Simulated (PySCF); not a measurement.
These compounds are isomers of formula C8H12Si.

A. tetravinylsilane (SMILES C=C[Si](C=C)(C=C)C=C)
B. SMILES C#C[C@](C)(C#CC)[SiH2]C
C. SMILES C1=C[Si@@H](C)C(C2CC2)=C1
D. `C=CC1=C[SiH2][C@H]2C[C@@H]1C2`

Spectrum 1. ¹H NMR (500 MHz, computed): δ 7.18 (m, 1H), 6.26 (d, 1H), 5.84 (m, 1H), 4.79 (m, 1H), 1.47 (m, 1H), 1.05 (m, 1H), 1.04 (m, 1H), 0.62 (m, 1H), 0.52 (m, 1H), 0.36 (d, 3H). ¹³C{¹H} NMR (computed): δ 164.5 (C), 156.0 (CH), 137.5 (CH), 130.7 (CH), 18.9 (CH2), 18.0 (CH2), 14.9 (CH), -6.7 (CH3).

Spectrum 2. ¹H NMR (500 MHz, computed): δ 6.59 (m, 1H), 5.74 (t, 1H), 5.51 (m, 1H), 5.38 (m, 1H), 4.60 (m, 2H), 2.96 (m, 1H), 2.70 (m, 2H), 1.86 (m, 1H), 1.65 (m, 2H). ¹³C{¹H} NMR (computed): δ 177.5 (C), 148.2 (CH), 124.9 (CH), 118.3 (CH2), 35.9 (CH2), 32.5 (CH), 16.9 (CH).

Spectrum 3. ¹H NMR (500 MHz, computed): δ 4.22 (m, 1H), 4.18 (m, 1H), 2.04 (s, 3H), 1.70 (s, 1H), 1.58 (s, 3H), 0.45 (m, 3H). ¹³C{¹H} NMR (computed): δ 91.4 (C), 86.9 (C), 84.9 (C), 75.9 (CH), 28.0 (CH3), 15.0 (C), 5.0 (CH3), -8.0 (CH3).

Spectrum 4. ¹H NMR (500 MHz, computed): δ 6.58 (m, 4H), 6.48 (m, 4H), 6.16 (m, 4H). ¹³C{¹H} NMR (computed): δ 144.5 (CH2), 142.6 (CH).

Theoretical values (PySCF 2.14): NMR shieldings at PBE0/pcSseg-1/GIAO, structure optimised with GFN2-xTB. In vacuum, one conformer, equivalent nuclei averaged, relativity neglected.

Shifts are taken against calculated references (same method and geometry level): ¹H (31.72 ppm), ¹³C (186.93 ppm) vs TMS. Where no couplings were computed, multiplicities follow the n + 1 count of equivalent neighbours, and m marks all less simple cases (inequivalent or close neighbours, rings, F or P nearby). Shifts are as computed. Against solution values, carbons near 30 ppm lie about +3 ppm off and those near 130 ppm about +5 ppm. Of 1211 compounds with measured shifts, 218 miss one by over three times the rms of a fit or turn the order of signals round; such compounds aren't used in these exercises.

Problem. Which spectrum belongs to which compound?

Solution. 1–C, 2–D, 3–B, 4–A.

- Spectrum 1 (C): 8 ¹³C signals; δC 164.5 is a fully substituted alkene carbon; δC 156.0 is an alkene CH.
- Spectrum 2 (D): 7 ¹³C signals; δC 148.2 is an alkene CH; δC 124.9 is an alkene CH.
- Spectrum 3 (B): 8 ¹³C signals; δC 91.4 is an alkyne carbon; δC 86.9 is an alkyne carbon.
- Spectrum 4 (A): 2 ¹³C signals; δC 144.5 is a terminal =CH2 carbon; δC 142.6 is an alkene CH.
